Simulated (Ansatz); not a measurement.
Two isomers of CH6OSSi: A = `CS[SiH2]O`, B = `[SiH3]OCS`.

Gas-phase electronic energies from Ansatz, PBE0-D4/def2-TZVP geometries. CCSD(T)/CBS is the MP2 limit (def2-TZVPP, def2-QZVPP) plus CCSD(T) − MP2 in def2-TZVPP, frozen cores. Functionals use def2-TZVPP. B3LYP here is the variant with VWN-RPA as its local correlation; programs differ in this. Each species was taken in one conformer, which may not be the lowest.

A:

```xyz
10

C     0.514    0.686   -1.479
S    -1.131    0.321   -0.796
Si   -0.594   -0.146    1.200
O     0.359   -1.483    1.331
H     1.173   -0.177   -1.394
H     0.960    1.544   -0.977
H     0.374    0.924   -2.533
H    -1.896   -0.307    1.895
H     0.228    0.934    1.794
H     0.012   -2.297    0.961
```

B:

```xyz
10

Si    0.216    1.531   -0.591
O     0.224   -0.118   -0.567
C    -0.413   -0.860    0.435
S    -0.234   -2.631    0.184
H     1.007    1.931   -1.776
H     0.826    2.074    0.654
H    -1.177    2.049   -0.689
H    -1.496   -0.688    0.432
H    -0.025   -0.596    1.424
H     1.071   -2.694    0.495
```

Problem. Which isomer does CCSD(T)/CBS put lower? Give the gap. (An estimate is asked.)

Solution. Computed: A, by 160.5 kJ/mol.

Problem. Give E(B) − E(A) in kJ/mol with B3LYP, MP2/def2-TZVPP, LDA (SPW92), ωB97M-V, B3LYP-D4, B2PLYP, CCSD(T)/def2-TZVPP. (An estimate is asked.)

Solution. Computed: B3LYP 149.6, MP2/def2-TZVPP 164.1, LDA (SPW92) 152.5, ωB97M-V 156.8, B3LYP-D4 152.2, B2PLYP 154.4, CCSD(T)/def2-TZVPP 154.0. None reverses the order clearly.

Problem. Does the order hold for the free energy at 298.15 K (harmonic terms from PBE0-D4)? (Best estimate.)

Solution. Ansatz gave: Yes: G(B) − G(A) = +147.7 kJ/mol, for one conformer each. Modes under 60 cm⁻¹, often nearly free rotors, make the harmonic entropy too high.

Largest T1 diagnostic: 0.012.

Leaving LDA and LC-ωPBE aside and taking each functional with its dispersion term where it has one, the values, not all of them listed here, spread over 14.0 kJ/mol, from CAM-B3LYP-D4 to r2SCAN0-D4. LDA lies −3.8 kJ/mol from PBE without D4. From BLYP to BHLYP (50 % exact exchange), in def2-TZVPP and without D4, E(B) − E(A) moves by +4.3 kJ/mol.
